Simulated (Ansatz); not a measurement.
Reaction (ligand exchange at the Si–O bond): `[SiH3]O[SiH2][SiH3]` + `N=[C]1[CH2][GeH2]1` → `[SiH3]/N=[C]1/[CH2][GeH2]1` + `O[SiH2][SiH3]`

Program: Ansatz. Geometries: PBE0-D4/def2-TZVP. ΔE: electronic, gas phase. CCSD(T)/CBS is the MP2 limit (def2-TZVPP, def2-QZVPP) plus CCSD(T) − MP2 in def2-TZVPP, frozen cores. Functionals use def2-TZVPP. For Ge outer-core shells are correlated without core-valence functions, which leaves a few kJ/mol of doubt a bond. Scalar relativity is left out up to krypton. One conformer a species, not always the lowest.

Question: Is it downhill or uphill in electronic energy at CCSD(T)/CBS, and by how much? (Best estimate.)

Answer: The calculation gave: Uphill: ΔE = +12.8 kcal/mol.

Question: What do these levels give: PBE-D4, PBE0-D4, ωB97X-V, PBE, PBE0, HF/def2-TZVPP, CCSD/def2-TZVPP, HF/def2-QZVPP, MP2/def2-QZVPP, HF/CBS(def2), MP2/CBS(def2), CCSD/CBS(def2)? (Best estimate.)

Answer: Computed: PBE-D4 9.5, PBE0-D4 11.3, ωB97X-V 13.6, PBE 9.3, PBE0 11.2, HF/def2-TZVPP 17.0, CCSD/def2-TZVPP 14.2, HF/def2-QZVPP 17.2, MP2/def2-QZVPP 11.9, HF/CBS(def2) 17.2, MP2/CBS(def2) 11.7, CCSD/CBS(def2) 13.9 kcal/mol.

Largest T1 diagnostic among the species: 0.014.

From PBE to PBE0 (25 % exact exchange), in def2-TZVPP and without D4, ΔE moves by +1.9 kcal/mol. In def2-TZVPP, CCSD(T) changes the Hartree–Fock value by −3.9 kcal/mol (the triples alone add −1.1 kcal/mol) and MP2 by −5.0 kcal/mol.
